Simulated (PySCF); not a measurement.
System: sum formula H₆BSiO₃, charge 1, multiplicity 1. It need not be the lowest isomer of its formula. SMILES: OB(O)[OH+][SiH3]
Structure (B3LYP-D3(BJ)/def2-TZVP (Ansatz) minimum search):
```
O
H 1 0.9714
B 1 1.4613 2 114.07
O 3 1.3314 1 112.25 2 0.00
H 4 0.9635 3 120.93 1 -180.00
O 3 1.3344 4 137.05 5 0.00
H 6 0.9632 3 120.77 4 0.00
Si 1 1.8127 2 119.01 3 180.00
H 8 1.4636 1 103.72 2 -119.22
H 8 1.4636 9 115.96 1 112.99
H 8 1.4670 9 115.45 10 139.56
```
Charge +1, spin multiplicity 1.

Dispersion corrections to the total energy (kcal/mol) from the dftd3 and dftd4 libraries through PySCF: D3(BJ) without and D4 with the three-body term, each with the damping fitted for the functional named.

| functional | D3(BJ) | D4 |
|---|---|---|
| HSE06 | -3.04 | … |
| r2SCAN | -1.30 | -1.00 |
| revPBE | -11.41 | -13.07 |
| PBE | … | -4.07 |
| B2GP-PLYP | -2.98 | -1.71 |
| B2PLYP | -3.71 | -2.84 |
| PW6B95 | … | -3.49 |

Task: Fill in the missing entries.

Result: 
- HSE06, D4: -3.17
- PBE, D3(BJ): -4.55
- PW6B95, D3(BJ): -2.34
